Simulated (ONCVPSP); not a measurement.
**cobalt: excitation energies, all-electron against ONCV**

* Element: Co
* Generator: ONCVPSP 4.0.1
* Type: optimised norm-conserving Vanderbilt (ONCV)
* Functional: PBE
* Relativity: scalar-relativistic
* Frozen core: [Ne] 3s2
* Valence charge: 15
* Reference configuration: 3p6 3d7 4s1 (charge +1)
* Partial waves: 4s: rc 1.65 bohr, ncon 3, nbas 6, qcut 5 1/bohr, 2 projectors, debl 1.4 Ha; 3p: rc 0.90 bohr, ncon 4, nbas 8, qcut 7.7 1/bohr, 1 projector; 3d: rc 0.85 bohr, ncon 3, nbas 8, qcut 12 1/bohr, 1 projector
* Local potential: polynomial inside 0.80 bohr (lpopt 5, dvloc0 7.5 Ha)
* Core correction: polynomial model core, fcfact 0.3

Energies are relative to the spin-unpolarised reference configuration 3p6 3d7 4s1; without spin polarisation the order of configurations can differ from experiment.

| valence configuration | charge | ΔE all-electron (eV) | error AE − PS (meV) |
| --- | --- | --- | --- |
| 3p6 3d7 4s2 | 0 | -9.031 | -4.5 |
| 3p6 3d7 4s0 | +2 | 16.786 | -17 |
| 3p6 3d7 4s0 4p1 | +1 | 5.369 | +17 |

Question: What are ΔE and the potential's error for 3p6 3d6 4s0?

Answer: ΔE = 52.655 eV all-electron; the error (AE − PS) is +6.4 meV.

Note: ghosts flagged at negative energy: s at -91.5 eV; no localised positive-energy state flagged. A true bound ghost makes a file unfit for plane-wave use.
